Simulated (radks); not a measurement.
Values are calculated unless marked as measured or tabulated.
Species: B+. Configuration: [He] 2s1.5 2p0.5 (fractional occupations, a model configuration). Code: a radial shooting solver on a logarithmic mesh with Libxc functionals. Model: scalar-relativistic Kohn-Sham, r2SCAN, spin-unpolarised, spherical densities, finite nucleus; meta-GGA in the generalised Kohn-Sham scheme; Fermi nuclear charge, rms radius 2.406 fm.

X-ray form factor f0, the Fourier transform of the density (f0(0) = 4):

sin(theta)/lambda (1/angstrom),f0 (electrons)
0.05,3.856
0.1,3.484
0.15,3.017
0.2,2.578
0.25,2.229
0.3,1.979
0.4,1.689
0.5,1.530
0.6,1.401
0.8,1.143
1,0.896
1.25,0.642
1.5,0.455
2,0.233
